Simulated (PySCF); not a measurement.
# ECD: `C1[C@H](C#N)CC[C@H]2O[C@H]21`, C7H9NO

Geometry:
```csv
atom,x (Å),y (Å),z (Å)
N1,-1.606,1.848,1.718
C2,-1.229,1.437,0.720
C3,-0.749,0.921,-0.542
C4,-1.083,-0.572,-0.671
C5,-0.525,-1.347,0.521
C6,0.946,-1.062,0.719
O7,1.788,-1.117,-0.398
C8,1.563,0.148,0.166
C9,0.769,1.143,-0.657
H10,-1.253,1.485,-1.336
H11,-0.636,-0.948,-1.593
H12,-2.164,-0.713,-0.725
H13,-1.050,-1.062,1.436
H14,-0.665,-2.418,0.366
H15,1.374,-1.487,1.625
H16,2.428,0.562,0.681
H17,1.022,2.156,-0.338
H18,1.062,1.032,-1.704
```

Level of theory: TDDFT wB97X-D/def2-SVPD circular dichroism and optical rotation, one conformer, gas phase in PySCF. Geometry: GFN2-xTB.

Singlets 3 and 4 lie within 0.01 eV of each other, so their separate moments and overlaps can depend on how they mix.

Assign R or S to each stereocentre.

C3 R, C6 R, C8 S.

List the lowest 12 singlet excitations with oscillator and rotatory strengths.

Rotatory strengths R in 10⁻⁴⁰ esu² cm², velocity form and length form (origin at the centre of mass); f in length form.
```tsv
state	E (eV)	λ (nm)	f	R (velocity)	R (length)	main
1	7.88	157	0.0002	-1.0	-1.1	HOMO−3→LUMO+1 0.18, HOMO−2→LUMO+2 0.13
2	8.14	152	0.015	-7.0	-7.6	HOMO→LUMO 0.52, HOMO→LUMO+1 0.17
3	8.20	151	0.004	+2.1	+2.2	HOMO−3→LUMO+2 0.14, HOMO−2→LUMO+2 0.12
4	8.21	151	0.003	+4.2	+4.5	HOMO−2→LUMO+2 0.14, HOMO→LUMO+1 0.10
5	8.39	148	0.001	+2.3	+3.1	HOMO→LUMO+8 0.23, HOMO→LUMO+1 0.18
6	8.62	144	0.012	+2.0	+0.7	HOMO−1→LUMO 0.52, HOMO−1→LUMO+1 0.21
7	8.68	143	0.005	+3.9	+3.6	HOMO→LUMO+1 0.30, HOMO→LUMO+5 0.12
8	8.80	141	0.034	+0.1	+0.6	HOMO→LUMO+2 0.30, HOMO→LUMO+6 0.22
9	8.90	139	0.016	-1.0	-0.7	HOMO−1→LUMO+1 0.45, HOMO−1→LUMO 0.20
10	9.00	138	0.022	-13.9	-13.6	HOMO→LUMO+5 0.34, HOMO→LUMO+2 0.22
11	9.13	136	0.015	+22.2	+21.6	HOMO−2→LUMO 0.53, HOMO−2→LUMO+3 0.10
12	9.20	135	0.023	+80.2	+79.0	HOMO−1→LUMO+2 0.64
```

Among the states computed, the strongest CD band (largest |R|) is state 12. The largest dissymmetry factor in size, g = 4R/(D+G), with D and G the electric and magnetic dipole strengths, is -0.079 for state 1 (velocity form, f = 0.0002), among bands with |R| over 0.5. The mirror image has the same energies and oscillator strengths and all R with the opposite sign.
